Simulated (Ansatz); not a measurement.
A short molecular-dynamics run on (BeO)4 cube (Be4O4).

```yaml
crystal:
  periodic: [false, false, false]
  atoms:
    - {symbol: Be, position_ang: [-0.143681, -0.914662, 0.870374]}
    - {symbol: O, position_ang: [1.351157, -0.627515, 0.303494]}
    - {symbol: Be, position_ang: [0.789470, 0.889807, 0.446969]}
    - {symbol: O, position_ang: [-0.578470, 0.597774, 1.272617]}
    - {symbol: Be, position_ang: [-1.129322, 0.524485, -0.253679]}
    - {symbol: O, position_ang: [-0.944573, -1.064581, -0.534751]}
    - {symbol: Be, position_ang: [0.483529, -0.499631, -1.063661]}
    - {symbol: O, position_ang: [0.171879, 1.094323, -1.041353]}
basis:
  gaussian: {orbitals: "6-31G*"}
hamiltonian: {xc: {name: r2SCAN}}
md: {timestep: 1 fs, n_steps: 15, ensemble: nve, temperature: 1000, initial_velocities: maxwell_boltzmann, seed: 423}
scf: {omitted_lower_state_checks: [starts]}
```

```sh
$ ansatz run in.yaml --threads 4 --pin off --events-out ev --progress --plain --max-ram 3916MiB
```

```
step  time (fs)  potential energy (eV)  kinetic (eV)  T (K)  conserved (eV)
   0        0.0             -9799.7093        0.7756   1000      -9798.9338
   1        1.0             -9799.7015        0.7676    990      -9798.9338
   2        2.0             -9799.6733        0.7394    953      -9798.9339
   3        3.0             -9799.6251        0.6914    891      -9798.9338
   4        4.0             -9799.5592        0.6257    807      -9798.9335
   5        5.0             -9799.4803        0.5472    706      -9798.9331
   6        6.0             -9799.3957        0.4632    597      -9798.9325
   7        7.0             -9799.3150        0.3831    494      -9798.9319
   8        8.0             -9799.2485        0.3171    409      -9798.9313
   9        9.0             -9799.2048        0.2737    353      -9798.9310
  10       10.0             -9799.1890        0.2580    333      -9798.9310
  11       11.0             -9799.2013        0.2699    348      -9798.9314
  12       12.0             -9799.2365        0.3046    393      -9798.9319
  13       13.0             -9799.2861        0.3535    456      -9798.9325
  14       14.0             -9799.3400        0.4069    525      -9798.9331
  15       15.0             -9799.3893        0.4559    588      -9798.9335
```

Velocities are drawn at the set temperature; a run this short doesn't reach equilibrium.

The 6-31G sets use Cartesian d functions.

Frames (Å, forces in eV/Å):

```xyz
8
time=0.0 fs
Be   -0.144   -0.915    0.870    0.197    1.252   -1.191
O     1.351   -0.628    0.303   -0.138    0.064   -0.031
Be    0.789    0.890    0.447   -1.081   -1.218   -0.612
O    -0.578    0.598    1.273    0.059   -0.061   -0.130
Be   -1.129    0.524   -0.254    1.546   -0.718    0.347
O    -0.945   -1.065   -0.535    0.097    0.109    0.055
Be    0.484   -0.500   -1.064   -0.662    0.684    1.456
O     0.172    1.094   -1.041   -0.017   -0.112    0.107
8
time=1.0 fs
Be   -0.155   -0.896    0.873    0.385    0.802   -1.338
O     1.347   -0.628    0.305   -0.127    0.139   -0.031
Be    0.786    0.891    0.446   -0.860   -1.248   -0.690
O    -0.572    0.599    1.271   -0.130    0.077    0.104
Be   -1.126    0.527   -0.233    1.446   -0.841   -0.104
O    -0.944   -1.076   -0.544    0.151    0.447    0.283
Be    0.492   -0.500   -1.075   -0.835    0.645    1.685
O     0.171    1.092   -1.038   -0.029   -0.020    0.092
8
time=2.0 fs
Be   -0.166   -0.877    0.874    0.580    0.280   -1.442
O     1.343   -0.628    0.306   -0.114    0.208   -0.031
Be    0.783    0.891    0.444   -0.608   -1.240   -0.747
O    -0.567    0.601    1.270   -0.314    0.242    0.368
Be   -1.121    0.528   -0.213    1.280   -0.909   -0.589
O    -0.943   -1.087   -0.554    0.200    0.760    0.507
Be    0.499   -0.499   -1.085   -0.980    0.590    1.863
O     0.169    1.089   -1.034   -0.044    0.069    0.073
8
time=3.0 fs
Be   -0.176   -0.857    0.873    0.780   -0.301   -1.499
O     1.339   -0.627    0.308   -0.099    0.269   -0.033
Be    0.778    0.890    0.442   -0.332   -1.194   -0.780
O    -0.561    0.602    1.269   -0.489    0.427    0.652
Be   -1.115    0.529   -0.193    1.052   -0.924   -1.096
O    -0.941   -1.097   -0.563    0.243    1.047    0.719
Be    0.505   -0.498   -1.093   -1.096    0.519    1.989
O     0.168    1.086   -1.031   -0.060    0.155    0.048
8
time=4.0 fs
Be   -0.185   -0.837    0.871    0.977   -0.924   -1.506
O     1.334   -0.627    0.309   -0.078    0.318   -0.037
Be    0.773    0.888    0.439   -0.041   -1.110   -0.784
O    -0.555    0.604    1.268   -0.647    0.623    0.944
Be   -1.107    0.529   -0.174    0.771   -0.885   -1.610
O    -0.940   -1.107   -0.571    0.281    1.305    0.916
Be    0.510   -0.497   -1.099   -1.185    0.436    2.063
O     0.167    1.084   -1.027   -0.077    0.237    0.014
8
time=5.0 fs
Be   -0.194   -0.819    0.868    1.164   -1.559   -1.460
O     1.330   -0.626    0.311   -0.050    0.352   -0.044
Be    0.768    0.884    0.434    0.251   -0.992   -0.754
O    -0.550    0.606    1.268   -0.783    0.811    1.223
Be   -1.099    0.527   -0.157    0.446   -0.798   -2.112
O    -0.939   -1.116   -0.579    0.312    1.533    1.094
Be    0.514   -0.494   -1.102   -1.247    0.340    2.085
O     0.165    1.081   -1.023   -0.095    0.313   -0.033
8
time=6.0 fs
Be   -0.201   -0.802    0.862    1.331   -2.171   -1.357
O     1.326   -0.626    0.312   -0.012    0.367   -0.055
Be    0.763    0.879    0.430    0.532   -0.842   -0.686
O    -0.546    0.609    1.268   -0.892    0.969    1.461
Be   -1.090    0.525   -0.142    0.096   -0.669   -2.573
O    -0.937   -1.125   -0.587    0.337    1.729    1.249
Be    0.516   -0.492   -1.103   -1.281    0.235    2.056
O     0.164    1.079   -1.020   -0.112    0.383   -0.095
8
time=7.0 fs
Be   -0.207   -0.787    0.856    1.467   -2.720   -1.198
O     1.321   -0.625    0.313    0.039    0.360   -0.071
Be    0.759    0.874    0.424    0.786   -0.664   -0.577
O    -0.542    0.612    1.270   -0.970    1.072    1.627
Be   -1.081    0.522   -0.130   -0.261   -0.507   -2.962
O    -0.935   -1.132   -0.594    0.355    1.892    1.378
Be    0.517   -0.489   -1.102   -1.289    0.122    1.976
O     0.162    1.077   -1.016   -0.127    0.445   -0.173
8
time=8.0 fs
Be   -0.211   -0.776    0.848    1.560   -3.164   -0.985
O     1.317   -0.624    0.315    0.106    0.329   -0.092
Be    0.756    0.867    0.418    0.998   -0.462   -0.425
O    -0.538    0.616    1.272   -1.018    1.096    1.693
Be   -1.073    0.519   -0.122   -0.601   -0.324   -3.249
O    -0.933   -1.138   -0.599    0.364    2.020    1.479
Be    0.517   -0.486   -1.099   -1.271    0.004    1.846
O     0.161    1.075   -1.013   -0.138    0.499   -0.268
8
time=9.0 fs
Be   -0.213   -0.768    0.838    1.600   -3.468   -0.722
O     1.312   -0.622    0.316    0.191    0.272   -0.117
Be    0.754    0.860    0.411    1.156   -0.241   -0.231
O    -0.535    0.621    1.276   -1.035    1.028    1.638
Be   -1.065    0.515   -0.116   -0.904   -0.131   -3.406
O    -0.931   -1.143   -0.604    0.361    2.112    1.551
Be    0.515   -0.483   -1.094   -1.227   -0.115    1.667
O     0.159    1.074   -1.009   -0.143    0.544   -0.380
8
time=10.0 fs
Be   -0.214   -0.763    0.829    1.580   -3.611   -0.420
O     1.308   -0.621    0.317    0.297    0.188   -0.148
Be    0.753    0.853    0.404    1.249   -0.008    0.001
O    -0.533    0.626    1.280   -1.024    0.864    1.455
Be   -1.058    0.511   -0.115   -1.153    0.056   -3.416
O    -0.928   -1.146   -0.608    0.347    2.165    1.592
Be    0.512   -0.481   -1.087   -1.157   -0.232    1.443
O     0.157    1.073   -1.006   -0.139    0.578   -0.507
8
time=11.0 fs
Be   -0.213   -0.763    0.818    1.497   -3.589   -0.090
O     1.304   -0.619    0.318    0.423    0.078   -0.182
Be    0.753    0.846    0.397    1.270    0.231    0.260
O    -0.532    0.632    1.285   -0.986    0.614    1.151
Be   -1.052    0.507   -0.117   -1.334    0.226   -3.277
O    -0.926   -1.148   -0.611    0.317    2.179    1.602
Be    0.507   -0.478   -1.079   -1.061   -0.341    1.178
O     0.156    1.072   -1.003   -0.125    0.601   -0.642
8
time=12.0 fs
Be   -0.210   -0.766    0.808    1.355   -3.412    0.252
O     1.300   -0.617    0.319    0.569   -0.054   -0.218
Be    0.755    0.839    0.390    1.217    0.471    0.534
O    -0.531    0.638    1.291   -0.927    0.301    0.751
Be   -1.048    0.503   -0.122   -1.444    0.368   -2.997
O    -0.923   -1.149   -0.613    0.270    2.152    1.581
Be    0.502   -0.476   -1.069   -0.941   -0.438    0.878
O     0.154    1.072   -1.001   -0.098    0.612   -0.780
8
time=13.0 fs
Be   -0.206   -0.773    0.798    1.163   -3.106    0.590
O     1.297   -0.616    0.320    0.731   -0.206   -0.256
Be    0.758    0.833    0.384    1.093    0.702    0.807
O    -0.530    0.644    1.298   -0.850   -0.045    0.292
Be   -1.045    0.500   -0.131   -1.485    0.477   -2.602
O    -0.920   -1.149   -0.615    0.203    2.082    1.531
Be    0.495   -0.474   -1.059   -0.797   -0.515    0.552
O     0.152    1.072   -0.999   -0.058    0.610   -0.913
8
time=14.0 fs
Be   -0.201   -0.783    0.788    0.934   -2.702    0.909
O     1.294   -0.614    0.321    0.902   -0.368   -0.293
Be    0.762    0.827    0.379    0.906    0.916    1.062
O    -0.530    0.651    1.304   -0.760   -0.394   -0.188
Be   -1.044    0.497   -0.142   -1.464    0.551   -2.123
O    -0.916   -1.147   -0.615    0.113    1.971    1.453
Be    0.488   -0.473   -1.048   -0.629   -0.567    0.210
O     0.150    1.072   -0.998   -0.003    0.594   -1.032
8
time=15.0 fs
Be   -0.195   -0.796    0.780    0.687   -2.236    1.196
O     1.292   -0.613    0.321    1.074   -0.531   -0.327
Be    0.767    0.823    0.375    0.667    1.102    1.285
O    -0.531    0.657    1.311   -0.661   -0.720   -0.649
Be   -1.044    0.495   -0.156   -1.390    0.591   -1.596
O    -0.913   -1.144   -0.614   -0.003    1.819    1.353
Be    0.480   -0.473   -1.036   -0.439   -0.587   -0.134
O     0.148    1.073   -0.997    0.064    0.563   -1.128
```

It took 46 s on 4 threads of Arm Neoverse V1 on a shared host.
